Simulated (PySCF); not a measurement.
How methods differ on the excitation energy of Ar(2+)

Ar(2+) [Ne] 3s2 3p4 (3P) → Ar(2+) [Ne] 3s1 3p4 3d1 (high-spin determinant), as a difference of total energies. Calculation: PySCF 2.14, in aug-cc-pV(Q+d)Z with one added diffuse shell each of s, p, d, f, g type (8s7p6d4f3g, 114 functions); no relativity, point nucleus. Correlated levels: valence: [Ne] frozen. The calculations carry no spin-orbit coupling.

```tsv
method	excitation energy (cm⁻¹)
UHF	250940
LDA	254830
PBE	252090
PBE0	254090
r2SCAN	250720
r2SCANh	251470
r2SCAN0	252580
CAM-B3LYP	257540
MP2 (valence)	255440
SCS-MP2 (valence)	257010
```

The promoted electron is Rydberg-like, and one or two diffuse shells describe it only roughly, which tends to raise the upper state.

The determinant of the upper state mixes LS terms, which raises its energy above the lowest term, most at the Hartree-Fock and MP2 levels.
